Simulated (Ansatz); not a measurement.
`N#[C][In]([Cl])[Cl]` + `CNC` → `C[N](C)[In]([Cl])[Cl]` + `C#N` at 400 K and 1 bar (ligand exchange at the In–C bond).

Gas-phase electronic energies from Ansatz, PBE0-D4/def2-TZVP geometries. CBS: MP2 limit from def2 TZ/QZ plus the TZ coupled-cluster correction, frozen cores. This one scheme is used for every species. Elements past krypton have def2 core potentials. For In outer-core shells are correlated without core-valence functions, which leaves a few kJ/mol of doubt a bond. Each species was taken in one conformer, which may not be the lowest.

| species | CCSD(T)/CBS energy (Eh) | H − E (kJ/mol) | S (J/(mol·K)) |
| --- | --- | --- | --- |
| `N#[C][In]([Cl])[Cl]` | -1202.20735 | 56.0 | 394.0 |
| `CNC` | -135.00321 | 264.6 | 293.2 |
| `C[N](C)[In]([Cl])[Cl]` | -1243.88764 | 261.5 | 463.7 |
| `C#N` | -93.32098 | 56.1 | 211.9 |

H − E and S are ideal-gas, rigid-rotor, harmonic terms from PBE0-D4/def2-TZVP, for one conformer and one mirror image of each species. 1 Eh = 2625.50 kJ/mol, R = 8.31446 J/(mol·K).

Task: By hand: ΔE, ΔH, ΔS and ΔG.

Result: ΔE = (-1243.88764) + (-93.32098) − (-1202.20735) − (-135.00321) = 0.00194 Eh = 5.1 kJ/mol. Δ(H − E) = 261.5 + 56.1 − 56.0 − 264.6 = -3.0, so ΔH = 2.1 kJ/mol. ΔS = 463.7 + 211.9 − 394.0 − 293.2 = -11.6 J/(mol·K). ΔG = 2.1 − 400 × (-11.6)/1000 = 6.7 kJ/mol.

Task: By hand: the equilibrium constant, and the temperature at which ΔG would vanish if ΔH and ΔS stayed fixed.

Result: log₁₀ K = −ΔG/(RT ln 10) = -0.9. ΔH and −TΔS have one sign here, so there is no such temperature. One of them is within its doubt of zero, so this could turn.

TΔS isn't small against ΔH here. A doubt of 5 kJ/mol in ΔE shifts log₁₀ K by 0.7 here. Other conformers and mirror images would add mixing entropy, several J/(mol·K) or more a flexible species. Modes under 60 cm⁻¹, often nearly free rotors, make the harmonic entropy too high. These are equilibria of isolated gas molecules and say nothing of rates. Largest T1 diagnostic: 0.014 (customary marks: 0.02 for closed shells, 0.045 for open ones).
